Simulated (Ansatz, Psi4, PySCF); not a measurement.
C₂H₈Si (SMILES C[SiH2]C), singlet, geometry from GFN2-xTB. Base run: BLYP/def2-SVP (PySCF).

Geometry (Å):
```xyz
11

Si     0.0355    -0.4335    -0.3704
C      1.4575     0.7387     0.0871
C     -1.5229     0.0604     0.5957
H      0.4074    -1.8145    -0.0326
H     -0.2307    -0.3455    -1.8129
H      1.2158     1.7703    -0.1539
H      2.3653     0.4815    -0.4504
H      1.6828     0.6951     1.1492
H     -2.3561    -0.5930     0.3552
H     -1.8278     1.0776     0.3654
H     -1.3608     0.0024     1.6685
```
Charge 0, spin multiplicity 1.
All else is at PySCF's defaults.

The same geometry, method and basis name were run in Ansatz (an electronic-structure program) and Psi4 and PySCF, at each program's defaults and at the settings that a row names. The base is PySCF at its defaults. Differences at the defaults can come from grids, fitting, cores and function types together.

```
code and settings                                                                             ΔE vs base (µEh)  basis functions      E (Eh)  SCF cycles  dipole (D)
--------------------------------------------------------------------------------------------  ----------------  ---------------  ----------  ----------  ----------
PySCF, defaults (exact integrals, its default grid, spherical functions)                                   0.0               86  -370.30238           9        0.63
Psi4, defaults (density fitting with its default set, its default grid, spherical functions)              -106               86  -370.30249           8        0.63
Ansatz, defaults (factorised integrals, its default grid, spherical functions)                            -1.4               86  -370.30238           -           -
PySCF, density fitting with def2-universal-jkfit                                                         -99.2               86  -370.30248           9        0.63
PySCF, fine grid                                                                                           0.0               86  -370.30238           9        0.63
Psi4, exact integrals, spherical functions, fine grid                                                     -0.3               86  -370.30238          10        0.63
Ansatz, high accuracy                                                                                      0.0               86  -370.30238           -           -
```
